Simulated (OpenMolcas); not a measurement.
Pm3+ in a ligand field

Pm3+ with 6 ligands (bromide) in octahedral coordination (Oh) at 2.88 Å. A charge of +0.5 e stands 3.2 Å behind each ligand. Ligand basis ANO-RCC-VTZP.

```
Program             : OpenMolcas 26.06
Method              : CASSCF
Basis               : ANO-RCC-VTZP [8s7p5d3f2g1h]
Scalar Hamiltonian  : DKH2, point nucleus
Active space        : 4 electrons in 7 orbitals (4f)
State averaging     : 2S+1 = 5 even, 35 roots (32 in the spin-orbit step); 2S+1 = 3 even, 117 roots kept (CI in the orbitals of an earlier block, 106 in the spin-orbit step); 2S+1 = 1 even, 75 roots kept (CI in the orbitals of an earlier block, 31 in the spin-orbit step)
Spin-orbit coupling : RASSI with atomic mean-field integrals over the reference wave functions
```

The lowest spin-free states (labels of O, the rotations of Oh), above the lowest:

```tsv
State	Degeneracy	E (cm-1)	Free-ion L (%)
5T2	3	0.0	I (100)
5A1	1	21.2	I (100)
5T1	3	42.8	I (100)
5E	2	182.7	I (100)
5T2	3	244.4	I (100)
5A2	1	319.9	I (100)
5A2	1	14939	F (100)
5T2	3	15032	F (100)
5A1	1	15090	S (100)
5T1	3	15224	F (100)
3T1	3	17942	K (100)
3T2	3	17952	K (100)
3A2	1	17972	K (100)
3T2	3	18000	K (100)
3E	2	18007	K (100)
3T1	3	18011	K (100)
3T1	3	22809	H (100)
3E	2	22833	H (100)
3T2	3	23056	H (100)
3T1	3	23093	H (100)
```

The lowest levels with spin-orbit coupling:

```csv
E (cm-1),Degeneracy,Label,2S+1,J,|mJ| (%)
0.0,3,T2,5,4.00,3 (58)
116.3,1,A1,5,4.01,0 (58)
130.8,3,T1,5,4.01,1 (58)
144.3,2,E,5,4.01,2 (50)
1614,3,T1,5,5.00,3 (59)
1629,2,E,5,5.00,2 (50)
1650,3,T2,5,5.01,2 (33)
1692,3,T1,5,5.01,5 (35)
3336,1,A1,5,6.00,4 (87)
3347,3,T1,5,6.00,4 (33)
3360,3,T2,5,6.00,5 (33)
3379,1,A2,5,6.01,2 (69)
3410,3,T2,5,6.01,1 (53)
3414,2,E,5,6.01,0 (44)
5176,3,T1,5,7.00,5 (55)
5196,2,E,5,7.00,4 (50)
5202,3,T2,5,7.00,3 (44)
5209,1,A2,5,7.00,2 (54)
5274,3,T1,5,7.01,7 (34)
5278,3,T2,5,7.01,2 (33)
```

Powder χT (cm3 K/mol): 0.564 at 2 K, 0.59 at 10 K, 0.722 at 50 K, 0.836 at 100 K, 0.925 at 200 K, 0.973 at 300 K. The effective moment at 300 K is 2.828 √(χT) = 2.79 μB.

Hund's rules give f4 the level 5I4 with g = 0.600, so an isolated free-ion multiplet has χT = g² J(J+1) / 8 = 0.900 cm3 K/mol. The computed 0.973 at 300 K differs by +8 %, through the field's splitting, the mixing of terms and any other multiplet in reach.

Stevens parameters of the J = 4 multiplet, which is 144 cm-1 wide (cm-1, z along the main axis): B40 = 4.806e-02, B44 = 2.406e-01, B60 = 5.373e-04, B64 = -1.129e-02.

Metal share of the active 4f orbitals (Löwdin): 99, 99, 99, 100, 100, 100, 100 %; Mulliken charge of the metal 1.83.

High states are left out of the spin-orbit mixing, which shifts the levels that they would mix with. Without dynamic correlation the ligand-field splitting of an f shell can come out too small, at times by half. The first state left out of the spin-orbit step lies near 39000 cm-1 above the lowest spin-free state of the reference (among the parities and spins computed), and the lists stop at four fifths of that energy or lower. No measured value stands beside these numbers; the geometry is a model, was not optimised and need not be the one that this ion takes.
